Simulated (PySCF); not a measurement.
CH4Cl2OSi2, SMILES Cl[Si]1(Cl)CO[SiH2]1. Atoms are numbered in the order given.

```xyz
10

Cl     1.4984     0.1124     1.6725
Si     0.2951    -0.0152     0.0000
Cl     1.4984     0.1124    -1.6725
C     -0.9233    -1.4969     0.0000
O     -2.1560    -0.7678     0.0000
Si    -1.8465     0.9014     0.0000
H     -0.8487    -2.1389    -0.8943
H     -0.8487    -2.1389     0.8943
H     -2.3700     1.5876     1.2167
H     -2.3700     1.5876    -1.2167
```

Geometry: PBE0-D3(BJ)/def2-SVP. This is a generated structure with no PubChem entry under its InChIKey; it may be hypothetical.

All values below come from PBE/pcSseg-1 (PySCF).

GIAO shieldings, no solvent; atoms alike by connectivity are averaged. δ = σ(ref) − σ: ³⁵Cl against HCl (σ = 936.5 ppm); ²⁹Si against TMS (σ = 335.4 ppm); ¹³C against TMS (σ = 182.0 ppm); ¹⁷O against H2O (σ = 334.3 ppm); ¹H against TMS (σ = 31.49 ppm), references at their B3LYP-D3(BJ)/def2-TZVP geometries, non-relativistic (without spin–orbit terms, shifts of atoms bonded to Cl or Br come out too high).

```tsv
nucleus	atoms	count	δ (ppm)
³⁵Cl	Cl1, Cl3	2	138.2
²⁹Si	Si2	1	60.7
²⁹Si	Si6	1	39.2
¹³C	C4	1	92.7
¹⁷O	O5	1	48.1
¹H	H9, H10	2	6.35
¹H	H7, H8	2	5.33
```
